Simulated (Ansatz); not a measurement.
Breaking the B1–H2 bond in BH3Se (SMILES B[SeH]) (multiplicity 1 held, fragments rigid). Energies count from the point at 1.186 Å.
Geometry at that point (charge 0, multiplicity 1):
```xyz
5

B      0.4501    -0.0398    -1.5025
H     -0.2892    -0.5600    -2.2704
H      1.4866     0.4372    -1.8194
Se    -0.1317    -0.0109     0.3152
H      1.0302     0.6917     0.8871
```

Signs of static correlation in cc-pVTZ, with CASSCF(2,2), from Ansatz (a program for electronic structure) runs.

```csv
R (Å),T1 of restricted CCSD,⟨S²⟩ of UHF,largest double amplitude of restricted CCSD,weight of the CASSCF reference in MRCISD,CASSCF natural occupations
0.949,0.017,0.000,0.051,0.897,1.99 0.01
1.067,0.017,0.000,0.051,0.897,1.99 0.01
1.186,0.017,0.000,0.051,0.896,1.98 0.02
1.305,0.017,0.000,0.051,0.896,1.98 0.02
1.423,0.017,0.000,0.052,0.896,1.97 0.03
1.601,0.018,0.000,0.052,0.896,1.95 0.05
1.779,0.019,0.000,0.090,0.895,1.92 0.08
2.076,0.023,0.435,0.183,0.895,1.85 0.15
2.372,0.031,(withheld),0.278,0.895,1.74 0.26
2.728,0.045,0.909,(withheld),0.896,1.57 0.43
3.202,0.067,0.981,0.592,0.896,1.35 0.65
3.795,0.090,1.003,0.787,0.897,1.16 0.84
```

Q: Some entries are withheld; supply them.

A: 
- 2.372, ⟨S²⟩ of UHF: 0.751
- 2.728, largest double amplitude of restricted CCSD: 0.406

Doubts at one or more of the structures used: a restricted determinant that unrestricted orbitals would lower (R-CCSD(T)/cc-pVTZ); other coupled-cluster roots lie near (R-CCSD(T)/cc-pVTZ); T1 above 0.05 (R-CCSD(T)/cc-pVTZ, U-CCSD(T)/cc-pVTZ); a spin-contaminated determinant (U-CCSD(T)/cc-pVTZ).
